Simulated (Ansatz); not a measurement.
A geometry optimisation of BClH6Si2 with PBE-D3(BJ)/def2-SVP

The starting geometry of this gas-phase singlet was optimised with GFN2-xTB.

```xyz
10

B    -0.4548    0.7753    1.4515
Cl   -1.3161    0.4203   -0.3425
Si    0.5575   -0.4107   -1.1290
Si    1.4079    0.2581    0.9522
H     0.5985    0.2701   -2.4268
H     2.1601   -0.8810    1.5210
H     2.4887    1.2341    0.6880
H    -1.0220    0.0435    2.1902
H     0.1001   -1.7579   -1.4851
H    -0.6685    1.9196    1.6637
```

**Question.** Where would you expect an optimisation with PBE-D3(BJ)/def2-SVP to take it?

**Answer.** It keeps its links, though one stretches towards breaking. Distances that change by over a tenth: B1–Cl2 (2.02 → 2.25 Å).

The energy falls by 0.24 eV over 17 steps:

| step | E − E(last) (eV) |
| --- | --- |
| 1 | 0.244 |
| 3 | 0.024 |
| 5 | 0.001 |
| 6 | 0.001 |
| 8 | 0.000 |
| 10 | 0.000 |
| 12 | 0.000 |
| 13 | 0.000 |
| 15 | 0.000 |
| 17 | 0.000 |

Final geometry (Å):

```xyz
10

B    -0.4169    0.7661    1.5394
Cl   -1.4036    0.5737   -0.4734
Si    0.4533   -0.3938   -1.1297
Si    1.4488    0.2511    0.8889
H     0.7621    0.2265   -2.4651
H     2.1691   -0.9030    1.5359
H     2.4489    1.3436    0.6104
H    -1.0278   -0.0917    2.1488
H     0.0780   -1.8330   -1.3546
H    -0.6605    1.9318    1.7827
```

No frequencies were run, so the end isn't proven a minimum. Run with Ansatz 0.2.0, 25 s on 2 threads of Intel(R) Xeon(R) Platinum 8259CL CPU @ 2.50GHz (Skylake/Cascade Lake), with other jobs on the host.
